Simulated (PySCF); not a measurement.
HFSi, charge -1, doublet, at a GFN2-xTB geometry (a state made from the parent by changing its charge; the spin is typed, not shown lowest) (in this run its highest filled SCF level lies above zero, so its values depend strongly on the basis, on diffuse functions most of all). Base run: B3LYP/6-31G (PySCF).

PySCF was given this input:
```python
from pyscf import gto, scf, dft

mol = gto.Mole()
mol.atom = '''
    Si   -0.27983490   -0.36846220    0.50524387
    H    -0.94901606   -1.24964024   -0.61977469
    F     0.54074497    0.71201233   -0.71707105
'''
mol.basis = '6-31g'
mol.charge = -1
mol.spin = 1
mol.verbose = 4
mol.symmetry = True
mol.build()

mf = dft.UKS(mol)
mf.xc = 'b3lyp'
mf.kernel()
mf.analyze()
```

The base run was repeated with changes; each row names its change, and settings that it needs were set with it.

```tsv
change	ΔE vs base (mEh)	point group used	SCF cycles
base	0.000	Cs	10
symmetry = off	0.000	C1	10
irrep_nelec = A':(9, 10) A":(4, 2)	406.9	Cs	10
irrep_nelec = A':(11, 10) A":(2, 2)	94.704	Cs	10
```

Open shells are given as the SCF converged; they aren't shown to be the lowest states, and a large step between rows can be another state.
